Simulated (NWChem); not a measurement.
System: BeCl2; SMILES [Cl][Be][Cl]

Program: NWChem. Structure relaxed at the PBE-D3(BJ)/def2-SVP level. Vertical excitations in the gas phase; the lowest state need not have the same character in each row.

```csv
level,"lowest excitation, singlet (eV)",lowest triplet (eV),orbital gap (eV)
"PBE/def2-SVP, full TDDFT",7.04,6.73,6.96
"B3LYP/def2-SVP, full TDDFT",7.38,7.09,8.49
"BHandHLYP/def2-SVP, full TDDFT",7.99,7.65,10.89
```
